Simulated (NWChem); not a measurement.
**Setting up InH2F (SMILES [H][In]([H])[F]) in NWChem**

InH2F: 4 atoms, total charge 0, spin state singlet. As SMILES, `[H][In]([H])[F]`. Geometry: a GFN2-xTB relaxation, a rough one for these elements and not checked as a minimum.

```xyz
4

In    0.0000    0.0000   -0.2685
H     0.0000   -1.5404   -0.9690
H     0.0000    1.5404   -0.9690
F     0.0000    0.0000    1.6772
```

Settings wanted:

```yaml
task: energy
method: DFT
functional: M06-2X
dispersion: D3(0)
basis_set: x2c-SVPall-2c
integral_approximation: none
reference: RKS
relativity: sfX2C
integration_grid: fine
iteration_cap: 100
symmetry: auto
module: dft
```

Question: Write the NWChem 7.3.0 input and the command.

Answer: This one ran through:

fh2in.nw:
```
start fh2in
title "FH2In M06-2X"
memory 2200 mb
charge 0

geometry units angstrom
zmatrix
  In
  H 1 r2
  H 1 r3 2 a3
  F 1 r4 3 a4 2 d4
variables
  r2 1.692897
  r3 1.691399
  a3 131.09329
  r4 1.945759
  a4 114.52878
  d4 -179.96108
end
end

basis spherical bse
* library x2c-SVPall-2c
end

relativistic
x2c on
end

dft
xc m06-2x
disp vdw 3
grid fine
iterations 100
mulliken
print low
end

task dft energy
```

```bash
$ nwchem fh2in.nw > fh2in.out
```

Calculated total energy: -5981.97697 Eh.
